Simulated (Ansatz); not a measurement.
Consider the atomization: `CC#[N+][B-](C)(Cl)Cl` → B• + 3 C• + 2 Cl• + 6 H• + N•.

Isolated molecules relaxed with PBE0-D4/def2-TZVP in Ansatz; ΔE leaves out vibrations. CCSD(T)/CBS adds triple-zeta CCSD(T) − MP2 to the extrapolated MP2 energy (def2 sets, frozen cores). This one scheme is used for every species, atoms too. DFT in def2-TZVPP. HSE06 is defined as in plane-wave codes. No spin–orbit coupling; open shells (•) take unrestricted orbitals. Spin–orbit coupling would lower the free atoms: a little for B, C, Cl.

`CC#[N+][B-](C)(Cl)Cl`:

```xyz
13

C     1.727   -2.038   -0.694
C     0.933   -0.951   -0.183
N     0.314   -0.089    0.234
B    -0.526    1.111    0.839
C    -1.748    1.415   -0.126
Cl   -1.027    0.490    2.505
Cl    0.703    2.488    0.941
H     1.777   -2.832    0.053
H     2.735   -1.680   -0.910
H     1.276   -2.427   -1.608
H    -1.417    1.713   -1.124
H    -2.419    0.556   -0.219
H    -2.327    2.243    0.291
```

CCSD(T)/CBS gives +5196.1 kJ/mol.

(1) Another level gave +5236.7 kJ/mol. Which?
A. CCSD/def2-TZVPP
B. revPBE-D4/def2-TZVPP
C. BLYP-D4/def2-TZVPP
D. HSE06/def2-TZVPP

Largest T1 diagnostic among the species: 0.014.

Answers

(1) B. revPBE-D4 5236.7, BLYP-D4 5215.9, CCSD/def2-TZVPP 4972.2, HSE06 5243.4 kJ/mol.

Leaving LDA and LC-ωPBE aside and taking each functional with its dispersion term where it has one, the values, not all of them listed here, spread over 318.0 kJ/mol, from BHLYP-D4 to PBE-D4. LDA lies +657.6 kJ/mol from PBE without D4, its usual overbinding. From PBE to PBE0 (25 % exact exchange), in def2-TZVPP and without D4, ΔE moves by −100.1 kJ/mol: exact exchange takes away binding that semilocal exchange gives to molecules.

For atomizations the MP2-based limit and the directly extrapolated one differ by several kJ/mol either way, and by 10 to 25 for some Ge, Se and Sn compounds, so smaller differences from it don't rank the levels.
